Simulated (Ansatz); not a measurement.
Program: Ansatz. Geometries: PBE0-D4/def2-TZVP. ΔE: electronic, gas phase. CCSD(T)/CBS is the MP2 limit (def2-TZVPP, def2-QZVPP) plus CCSD(T) − MP2 in def2-TZVPP, frozen cores. This one scheme is used for every species. Functionals use def2-TZVPP. B3LYP here is the variant with VWN-RPA as its local correlation; programs differ in this. HSE06 is defined as in plane-wave codes. Elements past krypton have def2 core potentials. For W outer-core shells are correlated without core-valence functions, which leaves a few kJ/mol of doubt a bond. Each species was taken in one conformer, which may not be the lowest.

`C[O][W]([F])(=[S])=[S]` + dimethylamine → `C[O][W](=[S])(=[S])[N](C)C` + H–F  (ligand exchange at a W–F bond)

`C[O][W]([F])(=[S])=[S]`:

```xyz
9

C    -0.117   -0.295   -1.578
O     0.520   -0.023   -0.355
W     0.270    0.283    1.430
F     1.881    0.619    2.283
S    -0.680   -1.424    2.263
S    -1.047    1.936    1.633
H    -0.824    0.505   -1.810
H    -0.648   -1.248   -1.510
H     0.645   -0.352   -2.356
```

`CNC`:

```xyz
10

C     0.347    1.155   -0.081
N    -0.467    0.050   -0.533
C    -0.122   -1.198    0.107
H     0.011    2.082   -0.549
H     1.385    0.989   -0.385
H     0.343    1.298    1.013
H    -1.444    0.258   -0.375
H     0.891   -1.489   -0.186
H    -0.800   -1.987   -0.223
H    -0.146   -1.159    1.210
```

`C[O][W](=[S])(=[S])[N](C)C`:

```xyz
17

C     3.129    0.324    0.818
O     1.784    0.355    0.409
W     0.404   -0.897    0.360
S     0.036   -1.601    2.344
S     0.972   -2.514   -0.915
N    -1.149   -0.007   -0.336
C    -1.510    0.022   -1.742
C    -2.125    0.675    0.496
H     3.690   -0.405    0.227
H     3.198    0.056    1.877
H     3.558    1.317    0.668
H    -2.483   -0.460   -1.894
H    -0.767   -0.496   -2.345
H    -1.584    1.060   -2.088
H    -3.109    0.204    0.390
H    -1.835    0.642    1.544
H    -2.211    1.724    0.188
```

H–F:

Z-matrix (Å, degrees):
```
F
H 1 0.920
```

| level | ΔE (kJ/mol) | difference from CCSD(T)/CBS |
| --- | --- | --- |
| LDA (SPW92) | 24.1 | 12.8 |
| PBE-D4 | 29.1 | 17.8 |
| BLYP-D4 | 31.2 | 19.9 |
| r2SCAN-D4 | 36.4 | 25.1 |
| B97M-V | 44.2 | 32.9 |
| PBE0-D4 | 25.4 | 14.1 |
| B3LYP-D4 | 29.8 | 18.5 |
| r2SCAN0-D4 | 31.0 | 19.7 |
| HSE06-D4 | 25.3 | 14.0 |
| BHLYP-D4 | 29.3 | 18.0 |
| CAM-B3LYP-D4 | 38.1 | 26.8 |
| ωB97X-V | 37.6 | 26.3 |
| ωB97M-V | 33.8 | 22.5 |
| B2PLYP | 32.6 | 21.3 |
| PBE-QIDH | 18.3 | 7.0 |
| revPBE | 51.3 | 40.0 |
| BLYP | 58.7 | 47.4 |
| r2SCAN | 41.0 | 29.7 |
| PBE0 | 38.6 | 27.3 |
| B3LYP | 52.3 | 41.0 |
| r2SCANh | 39.0 | 27.7 |
| r2SCAN0 | 36.5 | 25.2 |
| HSE06 | 37.9 | 26.6 |
| BHLYP | 50.0 | 38.7 |
| CAM-B3LYP | 52.2 | 40.9 |
| LC-ωPBE | 48.2 | 36.9 |
| RPA@PBE/def2-TZVPP | 15.1 | 3.8 |
| MP2/def2-SVP | 4.0 | -7.3 |
| CCSD/def2-SVP | 22.6 | 11.3 |
| CCSD(T)/def2-SVP | 17.2 | 5.9 |
| HF/def2-TZVPP | 59.3 | 48.0 |
| MP2/def2-TZVPP | -7.4 | -18.7 |
| CCSD/def2-TZVPP | 18.0 | 6.7 |
| CCSD(T)/def2-TZVPP | 10.7 | -0.6 |
| HF/def2-QZVPP | 60.5 | 49.2 |
| MP2/def2-QZVPP | -6.7 | -18.0 |
| SCS-MP2/def2-QZVPP | 8.6 | -2.7 |
| HF/CBS(def2) | 60.7 | 49.4 |
| MP2/CBS(def2) | -6.9 | -18.2 |
| CCSD/CBS(def2) | 18.6 | 7.3 |
| CCSD(T)/CBS | 11.3 | 0 |

Largest T1 diagnostic among the species: 0.022, so the coupled-cluster value is less sure than usual.

The D4 term adds −22.6 kJ/mol with B3LYP and −13.1 kJ/mol with PBE0; it sums over pairs of atoms, weighted by their polarisabilities, and B3LYP, whose exchange is more repulsive, gets the larger term. From PBE to PBE0 (25 % exact exchange), in def2-TZVPP and without D4, ΔE moves by −4.9 kJ/mol.
